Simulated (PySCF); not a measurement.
Task: Write Cartesian coordinates for `O=C1CO[C@H]1CF` as optimised with PBE0-D3(BJ)/def2-SVP.

Result: 
```
atom  x, y, z in Å
O1    -0.1250    0.5988    2.1705
C2     0.2024    0.5467    1.0289
C3     1.4918    0.6374    0.2298
O4     0.7404    0.5373   -0.9791
C5    -0.5139    0.3676   -0.3175
C6    -1.1249   -0.9873   -0.5473
F7    -0.2739   -1.9593   -0.0881
H8     2.0499    1.5854    0.3272
H9     2.1767   -0.2149    0.3880
H10   -1.2428    1.1636   -0.5622
H11   -1.2956   -1.1446   -1.6258
H12   -2.0866   -1.0608   -0.0111
```

Any rigid rotation of these coordinates is as good. Atoms count from 1 in this order. The 3 C–O bonds span 1.189 Å (O1=C2, drawn double) to 1.428 Å (O4–C5, drawn single), a spread of 0.239 Å. The C–C distances run from 1.504 Å (C5–C6, drawn single) to 1.536 Å (C2–C5, drawn single), a spread of 0.032 Å. The 4-membered ring C2–C3–O4–C5 has internal angles of 86.7° to 94.5°; it is almost planar, 0.02 Å rms from its mean plane, widest ring torsion 3°. Of the pairs four or more bonds apart, C3···F7 is among the closest relative to their van der Waals radii: 3.16 Å, 100 % of the sum of Bondi's values.

Bonds between heavy atoms (Å): O1=C2 1.189, C2–C3 1.520, C3–O4 1.427, O4–C5 1.428, C5–C6 1.504, C6–F7 1.371, C2–C5 1.536.

The calculation used PBE0-D3(BJ)/def2-SVP geometry optimisation, gas phase in PySCF.

Point group: C1 (no symmetry element, even within 0.4 Å). Not checked by PBE0-D3(BJ)/def2-SVP frequencies. One conformer, not necessarily the lowest (O4–C5–C6–F7 60°).
